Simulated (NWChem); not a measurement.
**Basis-set convergence for bromine monochloride (BrCl)**

SMILES: ClBr
```xyz
2

Cl     0.0000     0.0000     1.4776
Br     0.0000     0.0000    -0.7177
```
Charge 0, spin multiplicity 1.

All runs are NWChem calculations. All single points use one geometry, from B3LYP/def2-SVP, a minimum by its harmonic frequencies.

Quantity: dipole moment at the level PBE.

The Hamiltonian is non-relativistic. The Pople sets run with spherical d functions.

**Question.** In def2-QZVP the value is 0.51 D. Among STO-3G, 3-21G, pcseg-1, 6-31G*, aug-cc-pVDZ, def2-SVPD, cc-pVTZ, def2-TZVPD, aug-cc-pVTZ, which is the smallest basis within 0.05 D of it?

**Answer.** aug-cc-pVDZ, with 63 functions against 145 (also within reach: def2-SVPD, cc-pVTZ, def2-TZVPD, aug-cc-pVTZ). def2-QZVP isn't the basis-set limit itself, and a small set can land close by cancellation.

```json
[
 {"basis": "STO-3G", "functions": "27", "dipole moment (D)": "1.09"},
 {"basis": "3-21G", "functions": "35", "dipole moment (D)": "0.99"},
 {"basis": "pcseg-1", "functions": "45", "dipole moment (D)": "0.57"},
 {"basis": "6-31G*", "functions": "50", "dipole moment (D)": "0.57"},
 {"basis": "aug-cc-pVDZ", "functions": "63", "dipole moment (D)": "0.49"},
 {"basis": "def2-SVPD", "functions": "68", "dipole moment (D)": "0.53"},
 {"basis": "cc-pVTZ", "functions": "77", "dipole moment (D)": "0.50"},
 {"basis": "def2-TZVPD", "functions": "103", "dipole moment (D)": "0.49"},
 {"basis": "aug-cc-pVTZ", "functions": "109", "dipole moment (D)": "0.49"},
 {"basis": "def2-QZVP", "functions": "145", "dipole moment (D)": "0.51"}
]
```
